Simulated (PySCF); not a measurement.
**Cu (copper, neutral) across methods**

[Ar] 3d9 4s1 4p1, one real determinant (an excited configuration). Calculation: PySCF 2.14, in aug-cc-pVTZ-PP with ECP10MDF (6s6p5d3f2g, 88 functions); scalar relativity through the core potential.

```tsv
method	E (hartree)	mean ε 3d β (eV)	mean ε 4s α (eV)	mean ε 4p α (eV)	Σ⟨r²⟩ (bohr²)	⟨S²⟩
r2SCANh	-197.0115	-11.690	-8.176	-3.119	39.25	3.752
r2SCAN	-197.0211	-10.653	-7.834	-2.846	39.26	3.752
PBE	-197.1104	-10.653	-7.533	-2.652	40.48	3.751
LDA	-196.7342	-10.823	-7.768	-2.666	40.22	3.750
PBEsol	-196.8591	-10.587	-7.572	-2.623	40.19	3.751
PW91	-197.1984	-10.732	-7.607	-2.684	40.34	3.751
PBE0	-197.0652	-13.220	-8.447	-3.400	40.01	3.751
UHF	-196.10267	-20.308	-10.720	-5.418	40.41	3.751
```

Estimate the same row for HSE06.

E (hartree) = -197.0611; mean ε 3d β (eV) = -12.804; mean ε 4s α (eV) = -8.081; mean ε 4p α (eV) = -3.017; Σ⟨r²⟩ (bohr²) = 40.09; ⟨S²⟩ = 3.751.

⟨L²⟩ = 8.03 against 12 for a pure F term, so this real determinant mixes terms. Energies and moments cover only the electrons outside the core potential.
